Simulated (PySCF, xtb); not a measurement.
B(Me)(Et)(NH2) (C3H10BN), SMILES CCB(C)N.

GFN2-xTB in xtb at its own geometry gives an orbital gap of 6.08 eV and a dipole moment of 1.52 D.

Geometry: r2SCAN-D4/def2-SVP. The values are those of a single conformer.

Question: What does PBE/def2-TZVP in PySCF give? (The exact figures need the calculation; the answer reports its results.)

Answer: gap 6.73 eV (levels -6.68 and 0.05 eV), dipole 1.19 D.
